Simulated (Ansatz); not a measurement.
Cartesian coordinates in Å:
```
B 1.557 -1.566 0.119
Sn 1.378 -0.049 -1.536
N 0.036 1.343 -0.199
C -1.042 1.105 0.418
O -1.588 -0.096 0.376
H 1.356 -1.322 1.280
H 2.011 -2.656 -0.109
H -0.089 -0.798 -2.169
H 0.346 2.299 -0.089
H -1.570 1.861 1.006
H -2.393 -0.120 0.902
```

The species carries charge 0 and has multiplicity 1. Sn takes the def2 core potential. The bonds changed during the relaxation, so this is another structure than the one it started from.

(1) List the PBE0/def2-TZVPP orbital energies in eV (the Gaussian-basis code of Ansatz). (An estimate is asked.)

Results:

(1) Computed: Occupied: -525.13, -392.55, -282.29, -183.99, -138.15, -92.93, -92.70, -92.60, -31.80, -26.89, -26.53, -26.47, -26.39, -26.33, -26.24, -19.17, -17.31, -15.29, -13.63, -13.31, -12.63, -11.66, -9.63, -9.47, -8.71, -6.65, -4.95. Lowest empty: -1.04, -0.98, -0.14, -0.09, 1.14, 1.55, 1.76, 2.45.
